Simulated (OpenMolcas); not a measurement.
Os VII: effect of the IPEA shift

| Item | Value |
| --- | --- |
| Program | OpenMolcas 26.06 |
| Basis | ANO-RCC-VTZP [8s7p5d3f2g1h] |
| Scalar Hamiltonian | DKH2, point nucleus |
| Active space | 2 electrons in 5 orbitals (5d) |
| State averaging | 2S+1 = 3 even, 10 roots; 2S+1 = 1 even, 15 roots |
| Spin-orbit coupling | RASSI with atomic mean-field integrals over the reference wave functions, term energies averaged over their components |

Methods on the same reference wave functions:
A. CASSCF
B. SS-CASPT2, IPEA 0 Eh, imaginary shift 0.1 Eh (closed shells correlated: 5s 5p)
C. SS-CASPT2, IPEA 0.25 Eh, imaginary shift 0.1 Eh (closed shells correlated: 5s 5p)

Energies in cm⁻¹ above 5d² ³F₂, the measured ground level; measured values from van het Hof, Joshi, Wyart and Sugar, J. Res. Natl. Inst. Stand. Technol. 100, 687 (1995).

```csv
Level,A,B,C,Measured
5d² ³F₂,0.0,0.0,0.0,0.0
5d² ³F₃,10284,10610,10610,10308
5d² ³P₀,17985,16180,16390,15837
5d² ³F₄,18513,18550,18530,
5d² ³P₁,24195,22750,22980,22098
5d² ¹G₄,33605,32200,32120,31274
5d² ³P₂ [56 %],35603,33780,33910,33127
5d² ¹S₀,63762,58620,58600,57710
```

Deviations, from unrounded energies. A percentage is the sum of absolute deviations over the sum of measured energies, with the sign that they share, or ± where signs differ.

| Against measurement | Levels | A | B | C |
| --- | --- | --- | --- | --- |
| mean absolute deviation (cm-1) | 6 | 2500 | 630 | 710 |
| fine structure of the ground term (%) | 1 | -0.2 | +3.0 | +2.9 |
| other terms of the ground configuration (%) | 5 | +9.4 | +2.2 | +2.5 |

B lies closest to measurement on these levels and A furthest from it. The largest miss of B in the table is 5d² ¹G₄, by +930 cm-1. The ranking rests on the paired levels alone, and a cruder setting can come out closer through cancelling errors.

Between B and C the level of the table that moves most is 5d² ³P₁, by 230 cm-1 (lowest in B, highest in C). Moves below CASPT2's spread within the term are not significant.

The mean deviations of B to C differ by less than CASPT2's widest spread within a term (690 cm-1), so their order carries little weight.

From A to B the spin-free energies of the other terms of 5d² shown, above ³F, scale by factors of 0.87 to 0.89, as is usual when dynamic correlation screens the repulsion within a d or f shell.

The lowest spin-free term lies below A's lowest term by 0.222 hartree in B, 0.219 hartree in C.

CASPT2 does not keep the components of a term degenerate, so their means are used; among the terms shown or strongly mixed into the levels shown the widest spread is 690 cm-1 (5d² ¹G, B). Without dynamic correlation excited terms often stand tens of per cent too high (terms of higher spin than the ground term too low), and those without a measured partner can miss by more than the paired ones (holds for A). Computed and measured levels are paired by configuration, term and J; levels that our copy of the source lacks, or whose pairing is in doubt (as where it misses far off the trend of its configuration), stay unpaired and out of the deviations. Only configurations of the active space appear. Levels that lie high or do not pair safely by name in every column are left out.

A share in square brackets marks a mixed level and gives the weight of the term that names it, the lowest over the columns.
